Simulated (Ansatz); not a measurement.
A further run on GaCl2(OH) (GaCl2OH).

```yaml
crystal:
  periodic: [false, false, false]
  atoms:
    - {symbol: Ga, position_ang: [0.304152, 0.250129, -0.057222]}
    - {symbol: Cl, position_ang: [2.410598, 0.360316, -0.258017]}
    - {symbol: Cl, position_ang: [-0.879621, 2.019036, -0.162996]}
    - {symbol: O, position_ang: [-0.437622, -1.329807, 0.197914]}
    - {symbol: H, position_ang: [-1.397507, -1.299695, 0.280321]}
basis:
  gaussian: {orbitals: def2-SVPD, final_grid: {core_spheres: 5, valence_spheres: 4, degree: 11}}
hamiltonian: {xc: {name: HF}}
correlation: {method: ccsd, diis_vectors: 1}
scf: {omitted_lower_state_checks: [starts]}
```

```sh
$ ansatz run in.yaml --threads 4 --pin off --events-out ev --progress --plain --max-ram 3916MiB
```

Output, abridged:

```
Functional definition: HF
1151 factors; integrals over basis functions are off by at most 1.2e-3 eV
mean field evaluation 1: about -79379.8807 eV, gradient 3.9e1 eV
mean field evaluation 2: about -79379.9478 eV, gradient 3.9e1 eV
mean field evaluation 4: about -79382.9448 eV, gradient 2.7e0 eV
mean field evaluation 8: about -79382.9706 eV, gradient 1.3e-1 eV
mean field -79382.97074725 eV, -2917.2703672512 hartree, gradient 1.6e-6 eV, S^2 0.000000; 0 other end points of the search recorded, 0 dependent functions left out
20 core orbitals not correlated: weight in the atoms' cores, before any rotation towards them, 1.000 or more for the frozen orbitals, at most 0.000 for the correlated occupied ones
reference -79382.97074725 eV, -2917.2703672512 hartree; 17, 17 occupied and 86, 86 virtual orbitals, 1151 factors
second order -18.95550536 eV of doubles, -0.00000000 eV of singles
cycle   1  -18.76431395 eV  change    1.9e-1 eV  update   1.1e-1
cycle   2  -19.24178109 eV  change   -4.8e-1 eV  update   3.2e-2
cycle   3  -19.26856984 eV  change   -2.7e-2 eV  update   1.7e-2
cycle   4  -19.31948724 eV  change   -5.1e-2 eV  update   7.0e-3
cycle   5  -19.32288075 eV  change   -3.4e-3 eV  update   3.7e-3
cycle   6  -19.32651841 eV  change   -3.6e-3 eV  update   1.3e-3
cycle   7  -19.32679013 eV  change   -2.7e-4 eV  update   8.3e-4
cycle   8  -19.32740197 eV  change   -6.1e-4 eV  update   4.2e-4
cycle   9  -19.32753374 eV  change   -1.3e-4 eV  update   1.8e-4
cycle  10  -19.32746864 eV  change    6.5e-5 eV  update   5.7e-5
cycle  11  -19.32746132 eV  change    7.3e-6 eV  update   2.4e-5
Total energy: -79402.29820856 eV, -2917.9806383539 hartree
Checks for a lower state left out: starts
```

Run time 4.6 s (4 threads of Arm Neoverse V1 on a shared host), peak host memory 0.56 GiB.

Correlated methods freeze 20 core orbitals; core or outer-core shells of Ga are correlated, in sets that lack core-valence functions.
